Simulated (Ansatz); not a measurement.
Cost and result for the atomization energy of C$_{4}$H$_{8}$F$_{2}$O (`FCCCOCF`) (15 atoms, 14 bonds).

```xyz
15

F     1.2067    2.2811    0.9069
C     1.5491    1.0272    0.4196
C     0.5981   -0.0107    0.9576
C    -0.8349    0.2108    0.5099
O    -0.9879    0.2002   -0.9035
C    -1.1654   -1.0206   -1.4759
F     0.0247   -1.7317   -1.5570
H     1.5069    1.0734   -0.6714
H     2.5760    0.8206    0.7330
H     0.9457   -0.9966    0.6383
H     0.6249    0.0096    2.0522
H    -1.4943   -0.5457    0.9541
H    -1.1777    1.1946    0.8344
H    -1.8574   -1.6502   -0.9007
H    -1.5146   -0.8621   -2.4975
```

Charge 0, multiplicity 1. All single points use the PBE0-D4/def2-TZVP geometry. It is one conformer, not always the lowest. Program: Ansatz. All runs use 2 threads of an AMD EPYC 7R13 on a shared host and a share of an NVIDIA H100 80 GB. Times are those of one run each, without the atoms' runs, and a repeat can differ threefold. Electronic energies, without spin–orbit coupling; frozen cores. CCSD(T)/CBS adds CCSD(T) − MP2 in def2-TZVPP to the MP2 limit, and its time is that of the two runs behind it. T1 = 0.011. B3LYP takes the VWN-RPA correlation (the form of Gaussian; ORCA's B3LYP/G).

CCSD(T)/CBS is a level of theory with its own doubt, some kJ/mol a heavy atom from the limit and from the frozen cores, so smaller differences don't rank the functionals.

| level | functions | wall time |
| --- | --- | --- |
| PBE0-D4/def2-TZVPP | 329 | 2.3 s |
| B2PLYP/def2-TZVPP | 329 | 2.7 s |
| PBE-D4/def2-TZVPP (with forces) | 329 | 3 s |
| B3LYP-D4/def2-TZVPP (with forces) | 329 | 3.1 s |
| r2SCAN-D4/def2-TZVPP (with forces) | 329 | 3.1 s |
| ωB97X-V/def2-TZVPP | 329 | 3.4 s |
| ωB97M-V/def2-TZVPP (with forces) | 329 | 3.6 s |
| MP2/def2-QZVPP | 639 | 4.5 s |
| CCSD(T)/def2-TZVPP | 329 | 8.5 s |
| CCSD(T)/CBS(def2) | – | 13 s |

Question: What atomization energy does each give, and how far from CCSD(T)/CBS? (An estimate is asked.)

Answer: Ansatz gave: 
```json
{"level": "PBE0-D4/def2-TZVPP", "atomization (kJ/mol)": "5945.8", "difference from CCSD(T)/CBS": "30.0", "per bond": "2.1"}
{"level": "B2PLYP/def2-TZVPP", "atomization (kJ/mol)": "5855.6", "difference from CCSD(T)/CBS": "-60.2", "per bond": "-4.3"}
{"level": "PBE-D4/def2-TZVPP (with forces)", "atomization (kJ/mol)": "6079.0", "difference from CCSD(T)/CBS": "163.2", "per bond": "11.7"}
{"level": "B3LYP-D4/def2-TZVPP (with forces)", "atomization (kJ/mol)": "5908.5", "difference from CCSD(T)/CBS": "-7.3", "per bond": "-0.5"}
{"level": "r2SCAN-D4/def2-TZVPP (with forces)", "atomization (kJ/mol)": "5932.5", "difference from CCSD(T)/CBS": "16.7", "per bond": "1.2"}
{"level": "ωB97X-V/def2-TZVPP", "atomization (kJ/mol)": "5931.0", "difference from CCSD(T)/CBS": "15.2", "per bond": "1.1"}
{"level": "ωB97M-V/def2-TZVPP (with forces)", "atomization (kJ/mol)": "5933.6", "difference from CCSD(T)/CBS": "17.8", "per bond": "1.3"}
{"level": "MP2/def2-QZVPP", "atomization (kJ/mol)": "5977.5", "difference from CCSD(T)/CBS": "61.7", "per bond": "4.4"}
{"level": "CCSD(T)/def2-TZVPP", "atomization (kJ/mol)": "5773.5", "difference from CCSD(T)/CBS": "-142.3", "per bond": "-10.2"}
{"level": "CCSD(T)/CBS(def2)", "atomization (kJ/mol)": "5915.8", "difference from CCSD(T)/CBS": "0.0", "per bond": "0.0"}
```

The D4 term adds +41.9 kJ/mol with B3LYP and +22.3 kJ/mol with PBE0; it sums over pairs of atoms, weighted by their polarisabilities, and B3LYP, whose exchange is more repulsive, gets the larger term. From PBE to PBE0 (25 % exact exchange), in def2-TZVPP and without D4, the atomization energy moves by −128.9 kJ/mol: exact exchange takes away binding that semilocal exchange gives to molecules. In def2-TZVPP, CCSD(T) changes the Hartree–Fock value by +1494.6 kJ/mol (the triples alone add +88.9 kJ/mol) and MP2 by +1615.0 kJ/mol; breaking electron pairs costs correlation energy, which Hartree–Fock lacks.
